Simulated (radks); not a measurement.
The numbers below are computed, except where a source is named.
Species: W52+. Configuration: [Ar] 3d4 (the NIST ground configuration). Level of theory: scalar-relativistic Kohn-Sham, exchange-only LDA, spin-polarised, spherical densities, point nucleus; open shells are filled with parallel spins first (spin-orbit coupling, left out, can overturn this in heavy ions) (a radial shooting solver on a logarithmic mesh with Libxc functionals).

Unscreened Slater integrals over Kohn-Sham orbitals (cm^-1). They are taken over the spin-up orbitals.

| integral | value |
|---|---|
| F0(3d,3d) | 1179200 |
| F2(3d,3d) | 609330 |
| F4(3d,3d) | 394120 |
| F0(3d,3p) | 1092700 |
| F2(3d,3p) | 524400 |
| G1(3d,3p) | 556840 |
| G3(3d,3p) | 373610 |
| F0(3d,3s) | 1084700 |
| G2(3d,3s) | 431760 |
| F0(3d,2p) | 1492900 |
| F2(3d,2p) | 452660 |
| G1(3d,2p) | 425400 |
| G3(3d,2p) | 245150 |
| F0(3p,3p) | 1042900 |
| F2(3p,3p) | 521770 |
| F0(3p,3s) | 1034600 |
| G1(3p,3s) | 672560 |
| F0(3p,2p) | 1383600 |
| F2(3p,2p) | 350940 |
| G0(3p,2p) | 140600 |
| G2(3p,2p) | 154990 |
| F0(3s,3s) | 1029000 |
| F0(3s,2p) | 1347800 |
| G1(3s,2p) | 138810 |
| F0(2p,2p) | 2898000 |
| F2(2p,2p) | 1369600 |

Derived for the open shells (J is the average intra-shell exchange parameter used in DFT+U). 3d: Racah B = F2/49 - 5 F4/441 = 7967 cm^-1, C = 35 F4/441 = 31280 cm^-1, C/B = 3.93, F4/F2 = 0.647, J = (F2 + F4)/14 = 71680 cm^-1.
